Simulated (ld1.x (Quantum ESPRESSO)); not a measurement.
# Sn: one change to a PAW potential, before and after

tin (Sn), PAW, made with ld1.x (Quantum ESPRESSO) 7.5 (PBE, scalar-relativistic). Core [Kr], reference 4d10 5s2 5p2. Waves: 5s (bound): rcut 1.55, rcutus 1.85 bohr; 5s channel at 4 Ry: rcut 1.55, rcutus 1.85 bohr; 5p (bound): rcut 2.05, rcutus 2.30 bohr; 5p channel at 1.3 Ry: rcut 2.05, rcutus 2.30 bohr; 4d (bound): rcut 1.10, rcutus 1.35 bohr; 4d channel at -0.25 Ry: rcut 1.10, rcutus 1.35 bohr. Local part: all-electron potential smoothed inside 1.65 bohr (lloc = -2). Core correction: Bessel-smoothed model core, default radius (core density twice the valence density). Augmentation charge: PSQ, inside the norm-conserving radii.

Change: core correction a·sin(br)/r model core, default radius (ld1.x builds one for every PAW set, though the input has nlcc=.false.).

Cutoffs: the cutoffs (Ry, on a coarse ladder) from which the occupation-weighted sum of valence levels, in a spherical-Bessel basis at the reference potential, stays within 10 and 1 mRy of its value at 400 Ry; they do not see the model core or the augmentation charge, which bear on the density cutoff. Errors are all-electron minus pseudo energies relative to the spin-unpolarised reference configuration.

Task: How do hardness, ghosts and transferability respond?

Result: The potential gets neither clearly harder nor softer (90 Ry and 140 Ry → 90 Ry and 140 Ry); of the 7 tests that both files solve, the error grows in 1 and shrinks in 5 by more than 15 % and 0.3 meV (median size 5.1 → 0.6 meV); neither file shows a bound ghost. The default core radius of the base comes out at 0.65 bohr. A model core, the more so a compact one, raises the density cutoff, which this test does not measure.

```tsv
quantity	base	changed
cutoff, loose	90 Ry	90 Ry
cutoff, tight	140 Ry	140 Ry
bound ghosts	none	none
error for 4d10 5s2 5p1, meV [ΔE 6.87 eV]	-1.5	-0.6
error for 4d10 5s2 5p0, meV [ΔE 20.83 eV]	-5.1	+0.5
error for 4d10 5s1 5p0, meV [ΔE 51.80 eV]	-15	+6.6
error for 4d10 5s2 5p2.3, meV [ΔE -0.85 eV]	+0.2	+0.1
error for 4d9 5s2 5p2, meV [ΔE 32.69 eV]	-58	-74
error for 4d10 5s0 5p0, meV [ΔE 92.92 eV]	-38	-7.7
error for 4d10 5s0 5p4, meV [ΔE 14.19 eV]	-2.4	+0.5
s: phases at 2.51 bohr within 0.05 rad from the reference energy up to (Ry; the scan ends near 5)	4.7	4.7
p: phases at 2.51 bohr within 0.05 rad from the reference energy up to (Ry; the scan ends near 5)	4.8	4.8
d: phases at 2.51 bohr within 0.05 rad from the reference energy up to (Ry; the scan ends near 5)	to the end of the scan	to the end of the scan
lowest overlap eigenvalue by channel	s 0.65, p 0.53, d 0.97	s 0.65, p 0.53, d 0.97
```
